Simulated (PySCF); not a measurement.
Task: What does the PBE0-D3(BJ)/def2-SVP structure of `[SiH3][SiH]([SiH3])[SiH3]` look like in three dimensions?

Result: 
Z-matrix in Å and degrees, rows numbered from 1:
```
Si
Si  1  2.3447
Si  2  2.3445  1  108.90
Si  2  2.3430  1  108.68  3  -118.67
H   1  1.4955  2  110.94  3   -60.67
H   1  1.4960  2  108.65  3    58.83
H   1  1.4955  2  110.80  3   178.22
H   2  1.4991  1  109.90  3   120.76
H   3  1.4954  2  110.72  1    60.72
H   3  1.4960  2  108.57  1   -58.66
H   3  1.4953  2  110.99  1  -178.19
H   4  1.4956  2  110.91  1   178.34
H   4  1.4956  2  111.04  1   -60.46
H   4  1.4961  2  108.58  1    58.93
```

Si2 (SiH silicon) is tetrahedral (angles from 108.7° to 110.2°). All 3 Si–Si bonds measure 2.343 to 2.345 Å. Si1 (SiH3 silicon) is tetrahedral (angles from 108.6° to 110.9°).

Theory: PBE0-D3(BJ)/def2-SVP geometry optimisation, gas phase in PySCF.

Point group: C3v (tolerance 0.08 Å). No frequency check.
